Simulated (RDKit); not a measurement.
A run for RDKit: UFF on BH4N (SMILES BN).

```python
from rdkit import Chem
from rdkit.Chem import AllChem, rdDetermineBonds

blocks = [
'''6

B    -0.69899468    0.00000000   -0.00000000
N     0.75092827    0.00000000    0.00000000
H    -1.32906837    1.02630662   -0.00000000
H    -1.32906837   -1.02630662    0.00000000
H     1.30300157   -0.00000000    0.83941221
H     1.30300157   -0.00000000   -0.83941221
''',
]
mol = None
for b in blocks:
    f = Chem.MolFromXYZBlock(b)
    rdDetermineBonds.DetermineBonds(f, charge=0)
    mol = f if mol is None else Chem.CombineMols(mol, f)
Chem.SanitizeMol(mol)
print(Chem.MolToSmiles(Chem.RemoveHs(mol)))
ff = AllChem.UFFGetMoleculeForceField(mol, vdwThresh=100.0, ignoreInterfragInteractions=False)
e = ff.CalcEnergy()
print(f'UFF energy {e:.6f} kcal/mol')
```

The log:

```
BN
UFF energy 14.614464 kcal/mol
```

The run finished.

Cost: very roughly 0.03 core-seconds.
